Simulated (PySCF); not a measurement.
NMR data simulated for an unnamed compound:

¹H NMR (600 MHz, computed): δ 2.01 (s, 3H), 1.59 (br s, 2H), 0.55 (m, 2H), 0.14 (m, 2H), -0.08 (m, 1H).

¹³C{¹H} NMR (computed): δ 106.5 (C), 87.7 (C), 5.5 (CH3), 2.9 (CH2), 1.2 (CH).

[PySCF 2.14: GFN2-xTB structure; GIAO PBE0/pcSseg-1 shieldings; non-relativistic; one averaged value for each set of equivalent atoms; single conformer; gas phase]

Chemical shifts δ = σref − σ; TMS for ¹H (31.72 ppm) and ¹³C (186.93 ppm), all at this level.

**Question.** Which of these does the molecule contain: a carboxylic acid, a CH3CH2 unit, an OH group, a three-membered ring, an N-methyl group, a C≡C triple bond?

**Answer.** 
- A carboxylic acid: no.
- A CH3CH2 unit: no.
- An OH group: yes (δH 1.59 (br s)).
- A three-membered ring: yes.
- An N-methyl group: no.
- A C≡C triple bond: yes (δC 106.5, 87.7).

The data belong to SMILES C1C([Si](C#CC)(O)O)C1, C6H10O2Si; they needn't prove each group on their own.

Carbon signals by region: 1 in the sp2 and nitrile region (100–160 ppm), 1 at 50–100 ppm, 3 below 50 ppm.

OH and NH positions are those of a molecule without intermolecular hydrogen bonds; in solution they move with solvent, concentration and temperature, and exchange usually removes their couplings. Shifts are as computed. Against solution values, carbons near 30 ppm lie about +3 ppm off and those near 130 ppm about +5 ppm. Of 1211 compounds with measured shifts, 218 miss one by over three times the rms of a fit or turn the order of signals round; such compounds aren't used in these exercises. Multiplicities follow the n + 1 count of equivalent neighbours, as no J values were calculated; m marks all less simple cases, F and P coupling included.
